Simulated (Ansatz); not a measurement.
Stepwise reaction of `[NH2][Ga]([SH])[SH]` with ammonia, as a gas-phase model of exchange steps in deposition or etching. ΔE in kJ/mol; ΔG adds harmonic PBE0-D4 terms to CCSD(T)/CBS, at 1 bar.

Calculated with Ansatz (gas phase, PBE0-D4/def2-TZVP geometries, no zero-point term in ΔE). CBS: MP2 limit from def2 TZ/QZ plus the TZ coupled-cluster correction, frozen cores. This one scheme is used for every species. Functionals use def2-TZVPP. B3LYP here is the variant with VWN-RPA as its local correlation; programs differ in this. For Ga outer-core shells are correlated without core-valence functions, which leaves a few kJ/mol of doubt a bond. Scalar relativity is left out up to krypton. Each species was taken in one conformer, which may not be the lowest.

```json
{"step": "2", "reaction": "`[NH2][Ga]([NH2])[SH]` + NH₃ → `[NH2][Ga]([NH2])[NH2]` + H₂S", "PBE-D4": "65.8", "B3LYP-D4": "61.6", "ωB97M-V": "60.8", "CCSD(T)/CBS": "58.0", "ΔG(500 K)": "48.9"}
```

Problem. Give the row of step 1, `[NH2][Ga]([SH])[SH]` + NH₃ → `[NH2][Ga]([NH2])[SH]` + H₂S. (An estimate is asked.)

Solution. Ansatz gave: 
| step | reaction | PBE-D4 | B3LYP-D4 | ωB97M-V | CCSD(T)/CBS | ΔG(500 K) |
| --- | --- | --- | --- | --- | --- | --- |
| 1 | `[NH2][Ga]([SH])[SH]` + NH₃ → `[NH2][Ga]([NH2])[SH]` + H₂S | 64.6 | 60.2 | 58.5 | 56.2 | 45.8 |

Problem. By hand: ΔE of the 2 steps together at CCSD(T)/CBS.

Solution. (56.2) + (58.0) = 114.2 kJ/mol, or 57.1 kJ/mol a step.

In ΔE the steps differ by no more than 1.8 kJ/mol. All are uphill at CCSD(T)/CBS. ΔG lies between 45.8 and 48.9 kJ/mol a step. PBE-D4 differs from CCSD(T)/CBS by 7.8 to 8.4 kJ/mol a step. Isolated molecules leave out the surface, adducts and barriers. Largest T1 diagnostic: 0.012.
